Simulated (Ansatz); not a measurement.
`C[CH2][GeH]` + H₂S → `[SH][GeH]` + `CC` at 400 K and 1 bar (ligand exchange at a Ge–C bond).

Isolated molecules relaxed with PBE0-D4/def2-TZVP in Ansatz; ΔE leaves out vibrations. CCSD(T)/CBS is the MP2 limit (def2-TZVPP, def2-QZVPP) plus CCSD(T) − MP2 in def2-TZVPP, frozen cores. This one scheme is used for every species. For Ge outer-core shells are correlated without core-valence functions, which leaves a few kJ/mol of doubt a bond. Scalar relativity is left out up to krypton.

```csv
species,CCSD(T)/CBS energy (Eh),H − E (kJ/mol),S (J/(mol·K))
`C[CH2][GeH]`,-2155.77935,209.1,330.9
H₂S,-398.97279,53.4,215.9
`[SH][GeH]`,-2475.08182,58.9,286.6
`CC`,-79.71954,213.5,244.3
```

H − E and S are ideal-gas, rigid-rotor, harmonic terms from PBE0-D4/def2-TZVP, for one conformer and one mirror image of each species. 1 Eh = 2625.50 kJ/mol, R = 8.31446 J/(mol·K).

By hand: ΔE, ΔH, ΔS and ΔG.

ΔE = (-2475.08182) + (-79.71954) − (-2155.77935) − (-398.97279) = -0.04922 Eh = -129.2 kJ/mol. Δ(H − E) = 58.9 + 213.5 − 209.1 − 53.4 = 9.9, so ΔH = -119.3 kJ/mol. ΔS = 286.6 + 244.3 − 330.9 − 215.9 = -15.9 J/(mol·K). ΔG = -119.3 − 400 × (-15.9)/1000 = -112.9 kJ/mol.

By hand: the equilibrium constant, and the temperature at which ΔG would vanish if ΔH and ΔS stayed fixed.

log₁₀ K = −ΔG/(RT ln 10) = 14.7. ΔG = 0 at ΔH/ΔS = 7503 K, far beyond where these terms or the molecules hold.

ΔH outweighs TΔS. A doubt of 5 kJ/mol in ΔE shifts log₁₀ K by 0.7 here. Other conformers and mirror images would add mixing entropy, several J/(mol·K) or more a flexible species. These are equilibria of isolated gas molecules and say nothing of rates. Largest T1 diagnostic: 0.015 (customary marks: 0.02 for closed shells, 0.045 for open ones).
